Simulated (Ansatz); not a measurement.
Li₇⁻, relaxed as a singlet with RKS PBE/def2-TZVPD in Ansatz, starting from the GFN2-xTB geometry. Force threshold 0.02 eV/Å.

The restricted singlet is unstable towards broken spin symmetry in Hartree–Fock (as tested in another run); at PBE/def2-TZVPD this wasn't settled. The highest occupied level of the charge -1 singlet lies above zero (up to 0.09 eV). The electron is either unbound and held by the finite basis, or the level is raised by self-interaction error. Another isomer (singlet) lies 0.04 eV lower at PBE0/def2-TZVPD; other spin states weren't run for this one.

Start:

```xyz
7

Li   -1.0732    0.4101    1.3339
Li   -0.3540    2.0035   -0.6746
Li    1.6110    0.5735    0.4047
Li    0.8202   -1.0439    2.2297
Li    0.0660   -1.7539   -0.1195
Li    0.7285   -0.0254   -2.0243
Li   -1.7985   -0.1640   -1.1500
```

(1) Estimate the energy that the relaxation releases and the steps that it takes.

(2) Does the start keep its bonding and symmetry?

(3) Predict the relaxed structure.

Results:

(1) 50.2 kJ/mol, in 4 steps; 3 s on 4 threads of Arm Neoverse V2 on a shared host. No frequencies were taken in this run, so the end may be a saddle point.

(2) By distances, no bond broke or formed. The bond that changes most is Li2–Li7, from 2.65 to 3.08 Å (atoms count from 1). Point group C3v at the start, C3v at the end, both within 0.05 Å.

(3) 
```xyz
7

Li   -1.182    0.468    1.416
Li   -0.378    2.288   -0.707
Li    1.743    0.640    0.413
Li    0.954   -1.210    2.574
Li    0.059   -1.895   -0.156
Li    0.855   -0.059   -2.268
Li   -2.051   -0.231   -1.271
```
Bond lengths (bridged metal pairs left out): 9 × Li–Li 2.91 to 2.95 Å.
